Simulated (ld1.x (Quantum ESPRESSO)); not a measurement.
# Before and after: RRKJ potential for N (Z = 7)

ld1.x (Quantum ESPRESSO) 7.5 input, shortened:

```
&input
   title='N', zed=7., rel=1, dft='PBE', iswitch=3,
   config='[He] 2s2 2p2.5 3d-2'
 /
 &inputp
   pseudotype=2, tm=.false., lloc=1,
   nlcc=.true., new_core_ps=.true., rcore=0.80
 /
3
2S  1  0   2.00   0.00  1.00  1.00  0.0
3D  3  2  -2.00   0.05  1.05  1.05  0.0
2P  2  1   2.50   0.00  1.25  1.25  0.0
 &test
   configts(1)='2s2 2p2.5'
 /
```

Change: wave 2s (bound): rc 1.00 bohr becomes 2s (bound): rc 0.96 bohr.

Cutoffs: the cutoffs (Ry, on a coarse ladder) from which the occupation-weighted sum of valence levels, in a spherical-Bessel basis at the reference potential, stays within 10 and 1 mRy of its value at 400 Ry; they do not see the model core or the augmentation charge, which bear on the density cutoff. Errors are all-electron minus pseudo energies relative to the spin-unpolarised reference configuration.

How do hardness, ghosts and transferability respond?

The potential gets neither clearly harder nor softer (80 Ry and 110 Ry → 80 Ry and 110 Ry); the errors of the 7 common tests hardly move; neither file shows a bound ghost.

```tsv
quantity	base	changed
cutoff, loose	80 Ry	80 Ry
cutoff, tight	110 Ry	110 Ry
bound ghosts	none	none
error for 2s2 2p3, meV [ΔE -5.09 eV]	-0.1	-0.1
error for 2s2 2p2, meV [ΔE 8.50 eV]	+0.2	+0.2
error for 2s2 2p1, meV [ΔE 37.35 eV]	+28	+28
error for 2s2 2p3.3, meV [ΔE -6.71 eV]	-0.7	-0.7
error for 2s0 2p5, meV [ΔE 17.95 eV]	+29	+28
error for 2s1 2p3, meV [ΔE 20.28 eV]	+0.3	0.0
error for 2s1 2p4, meV [ΔE 6.41 eV]	+8.7	+8.6
s: phases at 1.35 bohr within 0.05 rad from the reference energy up to (Ry; the scan ends near 5)	to the end of the scan	to the end of the scan
p: phases at 1.35 bohr within 0.05 rad from the reference energy up to (Ry; the scan ends near 5)	to the end of the scan	to the end of the scan
d: phases at 1.35 bohr within 0.05 rad from the reference energy up to (Ry; the scan ends near 5)	to the end of the scan	to the end of the scan
```
